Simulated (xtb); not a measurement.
Input file for xtb: GFN1-xTB on HF (SMILES F).

```
$ xtb mol.xyz --gfn 1 --sp --chrg 0 --uhf 0
2

F     -0.35665686    -0.02499772     3.43294004
H      0.12072743     0.45350659     2.79338406
```

The log:

```
[...]
           -------------------------------------------------
          |                Calculation Setup                |
           -------------------------------------------------



           -------------------------------------------------
          |                 G F N 1 - x T B                 |
           -------------------------------------------------

        Reference                      10.1021/acs.jctc.7b00118
      * Hamiltonian:
        H0-scaling (s, p, d)           1.850000    2.250000    2.000000
        zeta-weighting                 0.000000
      * Dispersion:
        s8                             2.400000
        a1                             0.630000
        a2                             5.000000
        s9                             0.000000
      * Repulsion:
        kExp                           1.500000
        rExp                           1.000000
      * Coulomb:
        alpha                          2.000000
        third order                    atomic
        anisotropic                    false
      * Halogen bond correction:
        rad-scale                      1.300000
        damping                        0.440000


          ...................................................
          :                      SETUP                      :
          :.................................................:
          :  # basis functions                   6          :
          :  # atomic orbitals                   6          :
          :  # shells                            4          :
          :  # electrons                         8          :
          :  # halogen bonds                     0          :
          :  max. iterations                   250          :
          :  Hamiltonian                  GFN1-xTB          :
          :  restarted?                      false          :
          :  GBSA solvation                  false          :
          :  PC potential                    false          :
          :  electronic temp.          300.0000000     K    :
          :  accuracy                    1.0000000          :
          :  -> integral cutoff          0.2500000E+02      :
          :  -> integral neglect         0.1000000E-07      :
          :  -> SCF convergence          0.1000000E-05 Eh   :
          :  -> wf. convergence          0.2000000E-04 e    :
          :  Broyden damping             0.4000000          :
          :  net charge                          0          :
          :  unpaired electrons                  0          :
          ...................................................

 iter      E             dE          RMSdq      gap      omega  full diag
   1     -5.6763357 -0.567634E+01  0.392E+00   10.78       0.0  T
   2     -5.6777649 -0.142927E-02  0.214E+00   10.20       1.0  T
   3     -5.6779947 -0.229726E-03  0.260E-01    9.75       1.0  T
   4     -5.6780116 -0.169280E-04  0.198E-02    9.83       3.6  T
   5     -5.6780118 -0.230859E-06  0.217E-04    9.84     325.4  T
   6     -5.6780118 -0.331148E-10  0.257E-05    9.84    2754.4  T
   7     -5.6780118 -0.426326E-13  0.295E-08    9.84  100000.0  T

   *** convergence criteria satisfied after 7 iterations ***

         #    Occupation            Energy/Eh            Energy/eV
      -------------------------------------------------------------
         1        2.0000           -0.8376733             -22.7943
         2        2.0000           -0.5850883             -15.9211
         3        2.0000           -0.5368515             -14.6085
         4        2.0000           -0.5368515             -14.6085 (HOMO)
         5                         -0.1751308              -4.7656 (LUMO)
         6                          0.2029117               5.5215
      -------------------------------------------------------------
                  HL-Gap            0.3617207 Eh            9.8429 eV
             Fermi-level           -0.3559911 Eh           -9.6870 eV

 SCC (total)                   0 d,  0 h,  0 min,  0.001 sec
 SCC setup                      ...        0 min,  0.000 sec (  7.016%)
 Dispersion                     ...        0 min,  0.000 sec (  2.197%)
 classical contributions        ...        0 min,  0.000 sec (  1.082%)
 integral evaluation            ...        0 min,  0.000 sec ( 14.880%)
 iterations                     ...        0 min,  0.001 sec ( 60.074%)
 molecular gradient             ...        0 min,  0.000 sec (  8.197%)
 printout                       ...        0 min,  0.000 sec (  5.771%)

         :::::::::::::::::::::::::::::::::::::::::::::::::::::
         ::                     SUMMARY                     ::
         :::::::::::::::::::::::::::::::::::::::::::::::::::::
         :: total energy              -5.659863209172 Eh    ::
         :: gradient norm              0.004979769162 Eh/a0 ::
         :: HOMO-LUMO gap              9.842921312252 eV    ::
         ::.................................................::
         :: SCC energy                -5.678011824361 Eh    ::
         :: -> electrostatic           0.025450905316 Eh    ::
         :: repulsion energy           0.018191949621 Eh    ::
         :: dispersion energy         -0.000043334432 Eh    ::
         :: halogen bond corr.         0.000000000000 Eh    ::
         :: add. restraining           0.000000000000 Eh    ::
         :: total charge               0.000000000000 e     ::
         :::::::::::::::::::::::::::::::::::::::::::::::::::::

           -------------------------------------------------
          |                Property Printout                |
           -------------------------------------------------

    * Orbital Energies and Occupations

         #    Occupation            Energy/Eh            Energy/eV
      -------------------------------------------------------------
         1        2.0000           -0.8376733             -22.7943
         2        2.0000           -0.5850883             -15.9211
         3        2.0000           -0.5368515             -14.6085
         4        2.0000           -0.5368515             -14.6085 (HOMO)
         5                         -0.1751308              -4.7656 (LUMO)
         6                          0.2029117               5.5215
      -------------------------------------------------------------
                  HL-Gap            0.3617207 Eh            9.8429 eV
             Fermi-level           -0.3559911 Eh           -9.6870 eV

  Mulliken/CM5 charges         n(s)   n(p)   n(d)
     1F    -0.39663 -0.46337   1.819  5.577  0.000
     2H     0.39663  0.46337   0.603  0.000  0.000

Wiberg/Mayer (AO) data.
largest (>0.10) Wiberg bond orders for each atom

 ---------------------------------------------------------------------------
     #   Z sym  total        # sym  WBO       # sym  WBO       # sym  WBO
 ---------------------------------------------------------------------------
     1   9 F    0.844 --     2 H    0.844
     2   1 H    0.844 --     1 F    0.844
 ---------------------------------------------------------------------------

Topologies differ in total number of bonds
Writing topology from bond orders to xtbtopo.mol

 dipole moment from electron density (au)
     X       Y       Z
   0.4852   0.4863  -0.6500  total (Debye):    2.404


           -------------------------------------------------
          | TOTAL ENERGY               -5.659863209172 Eh   |
          | GRADIENT NORM               0.004979769162 Eh/α |
          | HOMO-LUMO GAP               9.842921312252 eV   |
           -------------------------------------------------

------------------------------------------------------------------------
------------------------------------------------------------------------
Note: The following floating-point exceptions are signalling: IEEE_DENORMAL
normal termination of xtb
 total:
 SCF:
```

The run finished.

Cost: very roughly 0.03 core-seconds.
